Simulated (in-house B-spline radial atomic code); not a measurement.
Values are calculated unless marked as measured or tabulated.
In in an electron gas of r_s = 1.8: phase shifts, screening and friction

A nucleus sits in a uniform electron gas with a rigid positive background. The Kohn-Sham equations are solved self-consistently in the spin-unpolarised LDA (PW92), non-relativistic, on B-splines with outgoing waves at the boundary and partial waves to l = 8. The model has no lattice, no bands and no magnetic solution. Atomic units; δ_l are the phase shifts at the Fermi level, counted so that each bound state adds π, and good to about 0.0005.

The density parameter is r_s = 1.8 bohr.

| l | δ_l (rad) |
| --- | --- |
| 0 | 12.6139 |
| 1 | 10.0674 |
| 2 | 6.4845 |
| 3 | 0.1903 |
| 4 | 0.0328 |
| 5 | 0.0069 |
| 6 | 0.0016 |
| 7 | 0.0004 |
| 8 | 0.0001 |

Bound levels below the band bottom (hartree): d -15.69, s -3.671, p -2.408, d -0.3559, s -0.03235 and deeper ones.

(1) Check the Friedel sum rule, and say where the screening charge sits.

(2) Find the transport cross section and the electronic stopping of a 2 keV In ion (mass 114.82 u).

Results:

(1) k_F = (9π/4)^(1/3)/r_s = 1.06620. The rule is Z = (2/π) Σ (2l + 1) δ_l. The terms are s 8.030, p 19.227, d 20.641, f 0.848 and 0.254 beyond, in all 49.001 against Z = 49. Bound states hold 10 s, 18 p, 20 d electrons, so the scattering states carry 1.00 in all; where a term is smaller than its bound count, the bound level has drawn weight out of the band.

(2) σ_tr = (4π/k_F²) Σ (l + 1) sin²(δ_l − δ_(l+1)). The terms for l = 0 to 3 are 0.3143, 0.3649, 0.0004, 0.0984, all together 0.7814, so σ_tr = 11.054 × 0.7814 = 8.638 bohr². With n = 3/(4π r_s³) = 0.04093, the friction coefficient is Q = n k_F σ_tr = 0.3770. For v well below v_F = 1.066, dE/dx = Q v; with 24801 eV per u at v = 1, v = √(2000/(24801 × 114.82)) = 0.0265, so dE/dx = 0.00999 hartree/bohr = 5.14 eV/nm. The largest term couples the p and d waves.
